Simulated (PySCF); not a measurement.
SMILES O[Si](O)(O)[OH2+] (charge +1), singlet, B3LYP/def2-SVP optimised geometry.

```
10

O     -1.16    -1.58    -1.37
Si    -0.73    -0.86     0.00
O     -0.81    -1.67     1.40
O     -1.03     0.72     0.00
O      1.11    -0.86     0.00
H     -1.26    -2.53    -1.51
H     -1.54    -1.65     2.03
H     -1.64     1.15    -0.62
H      1.64    -0.19    -0.48
H      1.57    -1.15     0.82
```

Density from B3LYP/def2-TZVP (PySCF) at that geometry.

Minimum of the electron density along straight lines between bonded atoms, close to the bond critical point (lines longer than 1.1 times the sum of covalent radii, or with two minima, are not listed):

```json
[
 {"bond": "O1–Si2", "length / Å": "1.608", "ρ at the minimum / e bohr⁻³": "0.153", "∇²ρ there / e bohr⁻⁵": "0.95", "position (fraction from the first atom)": "0.59"},
 {"bond": "Si2–O3", "length / Å": "1.614", "ρ at the minimum / e bohr⁻³": "0.151", "∇²ρ there / e bohr⁻⁵": "0.92", "position (fraction from the first atom)": "0.41"},
 {"bond": "Si2–O4", "length / Å": "1.610", "ρ at the minimum / e bohr⁻³": "0.153", "∇²ρ there / e bohr⁻⁵": "0.93", "position (fraction from the first atom)": "0.41"},
 {"bond": "Si2–O5", "length / Å": "1.845", "ρ at the minimum / e bohr⁻³": "?", "∇²ρ there / e bohr⁻⁵": "?", "position (fraction from the first atom)": "0.40"},
 {"bond": "O1–H6", "length / Å": "0.967", "ρ at the minimum / e bohr⁻³": "0.343", "∇²ρ there / e bohr⁻⁵": "-2.39", "position (fraction from the first atom)": "0.82"},
 {"bond": "O3–H7", "length / Å": "0.967", "ρ at the minimum / e bohr⁻³": "0.342", "∇²ρ there / e bohr⁻⁵": "-2.39", "position (fraction from the first atom)": "0.82"},
 {"bond": "O4–H8", "length / Å": "0.968", "ρ at the minimum / e bohr⁻³": "0.342", "∇²ρ there / e bohr⁻⁵": "-2.39", "position (fraction from the first atom)": "0.82"},
 {"bond": "O5–H9", "length / Å": "0.976", "ρ at the minimum / e bohr⁻³": "0.336", "∇²ρ there / e bohr⁻⁵": "-2.39", "position (fraction from the first atom)": "0.82"},
 {"bond": "O5–H10", "length / Å": "0.978", "ρ at the minimum / e bohr⁻³": "0.334", "∇²ρ there / e bohr⁻⁵": "-2.38", "position (fraction from the first atom)": "0.82"}
]
```

Problem. Complete the blanks.

Solution. 
- Si2–O5, ρ at the minimum / e bohr⁻³: 0.082
- Si2–O5, ∇²ρ there / e bohr⁻⁵: 0.37
